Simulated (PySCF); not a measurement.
**Correlation energy of Cu¹⁸⁺ (copper, charge +18)**

[Ne] 3s1, 2S determinant. All numbers are calculated (PySCF 2.14, the spin-free X2C one-electron Hamiltonian (Gaussian nucleus), in an uncontracted even-tempered set (18 s from 1.5 bohr⁻², ratio 2.5; 11 p from 2 bohr⁻², ratio 2.5; 5 d from 7.9 bohr⁻², ratio 2.7; 4 f from 12 bohr⁻², ratio 2.7)). Frozen: 1s2; 9 electrons correlated; the 19 highest virtual orbitals of each spin left out.

```json
{"level": "CCSD", "correlation energy (mhartree)": "-317.71"}
{"level": "(T)", "correlation energy (mhartree)": "-0.36"}
{"level": "CCSD(T)", "correlation energy (mhartree)": "-318.07"}
```

Diagnostics: T1 = 0.00030, D1 = 0.0011, largest double amplitude 0.004.

Is a single reference adequate?

Yes, within this model without spin-orbit coupling: T1 lies below 0.03 and no double amplitude reaches 0.07.
